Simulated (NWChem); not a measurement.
## Correlation energy of vinylidene fluoride (C2H2F2)

```xyz
6

C      0.0000     0.0000     1.3820
C      0.0000     0.0000     0.0583
F      1.0734     0.0000    -0.6935
F     -1.0734     0.0000    -0.6935
H     -0.9458     0.0000     1.9203
H      0.9458     0.0000     1.9203
```
Charge 0, spin multiplicity 1.

The numbers come from NWChem runs, not from measurements. All single points use one geometry, from PBE0/def2-SVP, a minimum by its harmonic frequencies.

Basis set: cc-pVDZ. Each correlation energy counts from its own Hartree-Fock reference.

The correlated methods keep 4 core orbitals frozen. No row is a measurement; the coupled-cluster row has its own basis-set and correlation limits.

```csv
method,correlation energy (mHa)
CCSD,…
CR-CCSD(T),-666.7
RI-MP2,-631.7
MP2,-631.7
SCS-MP2,…
CCSD(T),-670.5
CCSD+T(CCSD),…
CR-CCSD[T],…
```

Q: Fill in the missing entries.

A: 
- CCSD, correlation energy (mHa): -654.0
- SCS-MP2, correlation energy (mHa): -613.3
- CCSD+T(CCSD), correlation energy (mHa): -671.9
- CR-CCSD[T], correlation energy (mHa): -667.7
